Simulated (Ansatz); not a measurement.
Cartesian coordinates in Å:
```
C -0.492 -0.467 -1.364
N -0.039 -0.014 -0.042
Si -0.077 1.661 0.306
F 1.125 2.444 -0.405
Si 0.561 -1.203 1.038
F -0.633 -2.113 1.592
H -1.100 0.304 -1.844
H 0.351 -0.690 -2.024
H -1.114 -1.362 -1.280
H 0.072 1.849 1.764
H -1.317 2.249 -0.251
H 1.198 -0.524 2.185
H 1.466 -2.134 0.326
```

The species carries charge 0 and has multiplicity 1.

(1) List the PBE0/def2-TZVPP orbital energies in eV (the Gaussian-basis code of Ansatz). (Estimate.)

Answers

(1) The calculation gave: Occupied: -1803.71, -1803.68, -673.74, -673.69, -391.57, -279.41, -145.90, -145.87, -100.61, -100.58, -100.56, -100.53, -100.53, -100.51, -33.13, -33.08, -25.05, -19.30, -16.26, -15.21, -13.73, -13.40, -13.18, -12.65, -12.57, -12.50, -12.25, -11.69, -11.28, -9.96, -9.86, -9.43, -8.03. Lowest empty: 0.44, 0.51, 0.66, 1.62, 1.78, 1.92, 2.50, 2.52.
